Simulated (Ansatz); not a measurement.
SnH2Me(NEt2) (C₅H₁₅NSn). Charge 0, multiplicity 1. Geometry r2SCAN-D4/def2-SVP; atoms count from 1.

Cartesian coordinates in Å:
```
Sn 1.343 0.378 1.396
H 0.790 -0.004 2.977
H 2.899 -0.274 1.068
C 1.370 2.519 1.075
H 1.525 2.732 0.007
H 2.189 2.976 1.651
H 0.416 2.964 1.392
N 0.071 -0.623 0.135
C -1.346 -0.682 0.448
C -2.126 0.613 0.204
C 0.407 -0.732 -1.277
C 0.397 -2.175 -1.783
H -1.468 -0.982 1.506
H -1.810 -1.499 -0.139
H -1.751 1.426 0.849
H -2.032 0.949 -0.842
H -3.200 0.483 0.418
H -0.271 -0.117 -1.909
H 1.416 -0.311 -1.445
H 1.127 -2.782 -1.225
H -0.593 -2.641 -1.653
H 0.648 -2.220 -2.855
```

In the def2 sets Sn takes a core potential; there is no spin–orbit coupling.

Q: Estimate the Mulliken populations from the PBE0/def2-TZVP orbitals of Ansatz.

A: 
```csv
atom,charge (e)
Sn1,0.57
H2,-0.06
H3,-0.06
C4,-0.64
H5,0.15
H6,0.15
H7,0.14
N8,-0.37
C9,-0.13
C10,-0.35
C11,-0.11
C12,-0.34
H13,0.11
H14,0.09
H15,0.11
H16,0.11
H17,0.12
H18,0.08
H19,0.10
H20,0.12
H21,0.11
H22,0.11
```
Mulliken values depend strongly on the basis.

Q: And the Mayer bond orders between heavy atoms (over 0.3)?

A: Sn1–C4 0.89 (2.17 Å); Sn1–N8 0.90 (2.05 Å); N8–C9 1.01 (1.45 Å); N8–C11 0.97 (1.46 Å); C9–C10 1.00 (1.53 Å); C11–C12 1.02 (1.53 Å).
